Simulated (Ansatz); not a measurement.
A nudged elastic band was laid between two geometries of CH3 + H4Sn (9 atoms, charge 0, multiplicity 2).

Method: UKS PBE/def2-SVP in Ansatz.

```json
{
 "movable images": "9",
 "climbing image": "yes",
 "spring": "5.0 eV/Å²",
 "optimiser": "quadratic models (default)",
 "start path": "through a guess of the saddle point",
 "force threshold": "0.03 eV/Å",
 "iteration limit": "60",
 "end points": "relaxed"
}
```

Initial state:

```xyz
9
Properties=species:S:1:pos:R:3
Sn 0.000 0.000 -0.155
H 0.000 0.000 1.586
H 1.623 0.000 -0.748
H -0.811 1.405 -0.748
H -0.810 -1.405 -0.748
C 0.000 0.000 3.896
H -0.593 -0.922 3.962
H 1.095 -0.052 3.959
H -0.502 0.974 3.960
```

Final state:

```xyz
9
Properties=species:S:1:pos:R:3
Sn 0.001 0.000 -0.727
H 0.000 0.000 2.822
H 1.639 0.000 -1.318
H -0.818 1.419 -1.317
H -0.818 -1.419 -1.317
C 0.000 0.000 3.929
H -0.563 -0.878 4.298
H 1.042 -0.049 4.297
H -0.478 0.927 4.297
```

Question: What changes between the two ends?

Answer: Bonds broken: Sn1–H2. Bonds formed: H2–C6. CH3 + H4Sn becomes CH4 + H3Sn.

Question: Give the energies along the band, and the barrier.

Answer: The forces met the threshold. The highest image is number 0 of 0 to 10, 0.0 kcal/mol above the first end and 34.5 kcal/mol above the last; the last end lies 34.5 kcal/mol below the first. The highest image is an end point: on this band no image between the ends rises above it. A vibrational analysis next to that end finds imaginary modes (55i cm⁻¹), so it isn't a minimum.

```json
{"image": "0", "path coordinate (Å)": "0.00", "energy (kcal/mol)": "0.0", "Sn1–H2 (Å)": "1.74", "H2–C6 (Å)": "2.31"}
{"image": "1", "path coordinate (Å)": "0.03", "energy (kcal/mol)": "0.0", "Sn1–H2 (Å)": "1.74", "H2–C6 (Å)": "2.29"}
{"image": "2", "path coordinate (Å)": "0.32", "energy (kcal/mol)": "-0.3", "Sn1–H2 (Å)": "1.79", "H2–C6 (Å)": "1.99"}
{"image": "3", "path coordinate (Å)": "0.61", "energy (kcal/mol)": "-6.4", "Sn1–H2 (Å)": "2.01", "H2–C6 (Å)": "1.59"}
{"image": "4", "path coordinate (Å)": "0.90", "energy (kcal/mol)": "-27.5", "Sn1–H2 (Å)": "2.30", "H2–C6 (Å)": "1.22"}
{"image": "5", "path coordinate (Å)": "1.18", "energy (kcal/mol)": "-32.7", "Sn1–H2 (Å)": "2.60", "H2–C6 (Å)": "1.12"}
{"image": "6", "path coordinate (Å)": "1.47", "energy (kcal/mol)": "-33.6", "Sn1–H2 (Å)": "2.79", "H2–C6 (Å)": "1.11"}
{"image": "7", "path coordinate (Å)": "1.76", "energy (kcal/mol)": "-34.1", "Sn1–H2 (Å)": "2.97", "H2–C6 (Å)": "1.11"}
{"image": "8", "path coordinate (Å)": "2.05", "energy (kcal/mol)": "-34.4", "Sn1–H2 (Å)": "3.16", "H2–C6 (Å)": "1.11"}
{"image": "9", "path coordinate (Å)": "2.34", "energy (kcal/mol)": "-34.5", "Sn1–H2 (Å)": "3.36", "H2–C6 (Å)": "1.11"}
{"image": "10", "path coordinate (Å)": "2.63", "energy (kcal/mol)": "-34.5", "Sn1–H2 (Å)": "3.55", "H2–C6 (Å)": "1.11"}
```

Time of the run: 3 min on 2 threads of Arm Neoverse V1 (shared host), peak memory 0.15 GiB.
